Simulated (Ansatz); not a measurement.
Relaxation of CH5Cl3Si (10 atoms, charge 0, multiplicity 1), to a largest force component of 0.03 eV/Å in at most 50 steps.

These are results of RHF/def2-SVP in Ansatz, not measurements.

```xyz
10
Properties=species:S:1:pos:R:3
Si -0.302 0.909 -1.324
Cl 1.529 1.559 -0.528
Cl -0.207 -1.005 -2.035
Cl -1.875 1.217 -0.057
H -0.530 1.765 -2.484
H 1.039 -0.808 0.520
C 0.273 -0.881 1.272
H -0.659 -1.249 0.856
H 0.120 0.083 1.750
H 0.610 -1.590 2.030
```

Problem. Where does it end, and by what steps?

Solution. The forces met the threshold. After 7 steps the energy has fallen by 0.481 eV; H6 moved furthest, 0.67 Å.

| step | energy less start (eV) | largest force component (eV/Å) | accepted |
| --- | --- | --- | --- |
| 0 | 0.0000 | 0.992 | yes |
| 1 | -0.3110 | 0.304 | yes |
| 2 | -0.4153 | 0.283 | yes |
| 3 | -0.4626 | 0.155 | yes |
| 4 | -0.4535 | 0.519 | no |
| 5 | -0.4767 | 0.039 | yes |
| 6 | -0.4804 | 0.035 | yes |
| 7 | -0.4814 | 0.015 | yes |

```xyz
10
Properties=species:S:1:pos:R:3
Si -0.404 1.287 -1.815
Cl 1.363 1.860 -0.959
Cl -0.275 -0.672 -2.391
Cl -1.917 1.495 -0.453
H -0.676 2.122 -2.979
H 1.200 -1.250 1.001
C 0.382 -1.219 1.720
H -0.535 -1.559 1.239
H 0.248 -0.197 2.072
H 0.613 -1.868 2.564
```

Whether the end is a true minimum wasn't checked by a vibrational analysis.

Time of the run: 14 s on 2 threads of Arm Neoverse V2, with other jobs on the host, peak memory 0.25 GiB.
